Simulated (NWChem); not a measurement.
System: MgH2SeS; SMILES [SH][Mg][SeH]

Here is an NWChem input.

```
start job
memory heap 200 mb stack 900 mb global 1100 mb
geometry units angstroms noautoz
  Mg    -0.036646    -0.648943    -0.013953
  S      0.033143    -2.921990    -0.471792
  H     -0.877117    -3.194343     0.508210
  Se    -0.047644     1.744213     0.463415
  H     -1.189651     1.893046    -0.480778
end
basis spherical
  * library cc-pvtz
end
dft
  xc pbe0
  iterations 150
  mulliken
end
task dft energy
```

NWChem printed, in part:

```
             Northwest Computational Chemistry Package (NWChem) 7.3.0
             --------------------------------------------------------

 C1  symmetry detected

                             Geometry "geometry" -> ""
                             -------------------------

 Output coordinates in angstroms (scale by  1.889725989 to convert to a.u.)

  No.       Tag          Charge          X              Y              Z
 ---- ---------------- ---------- -------------- -------------- --------------
    1 Mg                  12.0000     0.00556278     0.71703342     0.00969283
    2 S                   16.0000     0.02658901     3.03635656     0.04877972
    3 H                    1.0000    -0.23485611     3.10734722    -1.28903945
    4 Se                  34.0000     0.03467045    -1.72311474     0.00454475
    5 H                    1.0000    -1.43611668    -1.70755196     0.23772856

 Effective nuclear repulsion energy (a.u.)     221.0059835314

                                 NWChem DFT Module
                                 -----------------

 Summary of "ao basis" -> "ao basis" (spherical)
 ------------------------------------------------------------------------------
       Tag                 Description            Shells   Functions and Types
 ---------------- ------------------------------  ------  ---------------------
 Mg                         cc-pvtz                 12       34   5s4p2d1f
 S                          cc-pvtz                 12       34   5s4p2d1f
 H                          cc-pvtz                  6       14   3s2p1d
 Se                         cc-pvtz                 15       43   6s5p3d1f

            General Information
            -------------------
          SCF calculation type: DFT
          Wavefunction type:  closed shell.
          No. of atoms     :     5
          No. of electrons :    64
           Alpha electrons :    32
            Beta electrons :    32
          Charge           :     0
          Spin multiplicity:     1
          Use of symmetry is: off; symmetry adaption is: off
          Maximum number of iterations: 150
          AO basis - number of functions:   139
                     number of shells:    51
          Convergence on energy requested:  1.00D-06
          Convergence on density requested:  1.00D-05
          Convergence on gradient requested:  5.00D-04

              XC Information
              --------------
                         PBE0 Method XC Functional
                     Hartree-Fock (Exact) Exchange  0.250
          PerdewBurkeErnzerhof Exchange Functional  0.750
            Perdew 1991 LDA Correlation Functional  1.000 local
           PerdewBurkeErnz. Correlation Functional  1.000 non-local

             Grid Information
             ----------------
          Grid used for XC integration:  medium
          Radial quadrature: Mura-Knowles
          Angular quadrature: Lebedev.
          Tag              B.-S. Rad. Rad. Pts. Rad. Cut. Ang. Pts.
          ---              ---------- --------- --------- ---------
          Mg                  1.50       88          10.0       590
          S                   1.00       88          13.0       590
          H                   0.35       45          13.0       434
          Se                  1.15      112          13.0       590
          Grid pruning is: on
          Number of quadrature shells:   378
          Spatial weights used:  Erf1

      Superposition of Atomic Density Guess
      -------------------------------------

 Sum of atomic energies:       -2997.95120283

      Non-variational initial energy
      ------------------------------

 Total energy =   -2998.377591
 1-e energy   =   -4614.091544
 2-e energy   =    1394.707969
 HOMO         =      -0.302557
 LUMO         =      -0.057700

     ---------------------------------------------
      Total Density - Mulliken Population Analysis
     ---------------------------------------------

    Atom       Charge   Shell Charges
 -----------   ------   -------------------------------------------------------
    1 Mg  12    11.12   2.00  1.97  0.46  0.23  0.06  6.00  0.11  0.14  0.03  0.04  0.04  0.02
    2 S   16    16.71   2.00  1.89  1.14  0.18  0.62  5.81  2.65  0.87  1.51  0.02  0.01  0.00
    3 H    1     0.77   0.19  0.40  0.14  0.01  0.03  0.00
    4 Se  34    34.59   2.00  2.00  1.94  1.10  0.37  0.45  6.00  5.85  2.62  0.95  1.29  9.67  0.34  0.02  0.00
    5 H    1     0.81   0.18  0.41  0.18  0.01  0.03  0.00

   convergence    iter        energy       DeltaE   RMS-Dens  Diis-err
 ---------------- ----- ----------------- --------- --------- ---------
 d= 0,ls=0.0,diis     1  -3000.6092559970 -3.22D+03  5.28D-03  5.51D-01
 d= 0,ls=0.0,diis     2  -3000.6217887331 -1.25D-02  2.64D-03  2.51D-01
 d= 0,ls=0.0,diis     3  -3000.6523418620 -3.06D-02  8.39D-04  3.22D-02
 d= 0,ls=0.0,diis     4  -3000.6573757343 -5.03D-03  1.02D-04  3.27D-04
 d= 0,ls=0.0,diis     5  -3000.6574265272 -5.08D-05  2.42D-05  3.32D-05
  Resetting Diis
 d= 0,ls=0.0,diis     6  -3000.6574317374 -5.21D-06  6.88D-06  1.46D-06
 d= 0,ls=0.0,diis     7  -3000.6574319553 -2.18D-07  2.82D-06  9.86D-08

         Total DFT energy =    -3000.657431955346
      One electron energy =    -4616.422677405293
           Coulomb energy =     1524.338828250577
    Exchange-Corr. energy =     -129.579566332049
 Nuclear repulsion energy =      221.005983531419

 Numeric. integr. density =       64.000017762703

                       DFT Final Molecular Orbital Analysis
                       ------------------------------------

 Vector   30  Occ=2.000000D+00  E=-2.877535D-01
              MO Center=  5.5D-03,  3.1D-01,  1.2D-02, r^2= 6.9D+00
   Bfn.  Coefficient  Atom+Function         Bfn.  Coefficient  Atom+Function
  ----- ------------  ---------------      ----- ------------  ---------------
    96      0.368117  4 Se py                44      0.318385  2 S  py
    50      0.201504  2 S  py               102      0.196009  4 Se py
    99      0.189217  4 Se py                13     -0.159578  1 Mg py
    10     -0.151681  1 Mg py                47      0.137702  2 S  py
    88     -0.099720  4 Se s                 39      0.086441  2 S  s

 Vector   31  Occ=2.000000D+00  E=-2.660173D-01
              MO Center=  1.9D-02,  2.9D+00,  1.0D-02, r^2= 1.7D+00
   Bfn.  Coefficient  Atom+Function         Bfn.  Coefficient  Atom+Function
  ----- ------------  ---------------      ----- ------------  ---------------
    43      0.492605  2 S  px                49      0.375135  2 S  px
    46      0.211578  2 S  px                45     -0.096111  2 S  pz
    51     -0.073828  2 S  pz                12      0.066386  1 Mg px
     9      0.049535  1 Mg px                48     -0.041342  2 S  pz
    15      0.034721  1 Mg px                18      0.030211  1 Mg d -2

 Vector   32  Occ=2.000000D+00  E=-2.563829D-01
              MO Center= -1.5D-03, -1.6D+00,  1.0D-02, r^2= 2.1D+00
   Bfn.  Coefficient  Atom+Function         Bfn.  Coefficient  Atom+Function
  ----- ------------  ---------------      ----- ------------  ---------------
    97      0.502802  4 Se pz               103      0.344482  4 Se pz
   100      0.251148  4 Se pz                95      0.079880  4 Se px
    14      0.068705  1 Mg pz               101      0.053903  4 Se px
    11      0.048208  1 Mg pz                98      0.039695  4 Se px
    19     -0.032868  1 Mg d -1              17      0.025765  1 Mg pz

 Vector   33  Occ=0.000000D+00  E=-5.819259D-02
              MO Center= -1.3D-01,  6.0D-01, -1.1D-01, r^2= 6.9D+00
   Bfn.  Coefficient  Atom+Function         Bfn.  Coefficient  Atom+Function
  ----- ------------  ---------------      ----- ------------  ---------------
     5      0.888499  1 Mg s                 88     -0.394137  4 Se s
     3      0.315863  1 Mg s                102     -0.302769  4 Se py
    39     -0.294233  2 S  s                 96     -0.213659  4 Se py
    50      0.207368  2 S  py                44      0.184582  2 S  py
     4      0.171456  1 Mg s                 37     -0.119678  2 S  s

 Vector   34  Occ=0.000000D+00  E=-1.935765D-02
              MO Center=  1.6D-01,  5.4D-01,  2.4D-03, r^2= 6.7D+00
   Bfn.  Coefficient  Atom+Function         Bfn.  Coefficient  Atom+Function
  ----- ------------  ---------------      ----- ------------  ---------------
    15      0.567576  1 Mg px                12      0.453254  1 Mg px
   128      0.330538  5 H  s                 88     -0.238062  4 Se s
    49     -0.222882  2 S  px                 9      0.172622  1 Mg px
    43     -0.125437  2 S  px               127      0.118110  5 H  s
    17      0.092743  1 Mg pz               103     -0.085593  4 Se pz

 Vector   35  Occ=0.000000D+00  E=-1.803017D-02
              MO Center=  7.6D-03,  7.2D-01,  1.3D-01, r^2= 6.8D+00
   Bfn.  Coefficient  Atom+Function         Bfn.  Coefficient  Atom+Function
  ----- ------------  ---------------      ----- ------------  ---------------
    17      0.608243  1 Mg pz                14      0.459774  1 Mg pz
   103     -0.247104  4 Se pz                71      0.213605  3 H  s
    11      0.175663  1 Mg pz                97     -0.133331  4 Se pz
    39     -0.105725  2 S  s                 13     -0.098819  1 Mg py
   128     -0.095681  5 H  s                100     -0.084149  4 Se pz

     ---------------------------------------------
      Total Density - Mulliken Population Analysis
     ---------------------------------------------

[...]
```

Level: PBE0/cc-pVTZ. Geometry: optimised at PBE-D3(BJ)/def2-SVP.
